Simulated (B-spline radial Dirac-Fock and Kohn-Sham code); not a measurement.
**Free-atom binding energies and absorption edges of Ru**

Model: Dirac-Fock (average of configuration) total-energy differences with a finite nucleus, the Breit interaction including its frequency dependence, and self-energy and vacuum-polarisation corrections. Program: an atomic code on a B-spline grid. No correlation.

Two models are given for [Kr] 4d7 5s1. In the first the electron is removed to infinity. In the second it is placed in the 4d shell, so that the atom stays neutral; this mimics a hole screened by valence charge, or the onset of absorption below the ionisation limit. The tabulated edges (Elam, Ravel and Sieber, Radiat. Phys. Chem. 63, 121 (2002)) refer to the element in its standard state, with the Fermi level as zero for a metal.

| level | ionised (eV) | screened (eV) | tabulated (eV) |
| --- | --- | --- | --- |
| K (1s) | 22125.4 | 22116.2 | 22117.0 |
| L1 (2s) | 3238.8 | 3229.4 | 3224.0 |
| L2 (2p1/2) | 2976.6 | 2967.2 | 2967.0 |
| L3 (2p3/2) | 2847.6 | 2838.2 | 2838.0 |
| M1 (3s) | 596.7 | 587.3 | 586.1 |
| M2 (3p1/2) | 494.5 | 485.1 | 483.3 |
| M3 (3p3/2) | 472.0 | 462.6 | 461.5 |
| N2 (4p1/2) | 56.84 | 48.15 | 46.30 |
| N3 (4p3/2) | 53.51 | 44.87 | 43.20 |

Question: Which of the two models lies closer to the table on average?

Answer: The screened model lies closer: the mean absolute deviations are 10.6 eV (ionised) and 1.6 eV (screened). Screening lowers the levels by 9.2 eV on average.

Values without a named source are computed, but for edge energies of neutral atoms, which are taken from tables.
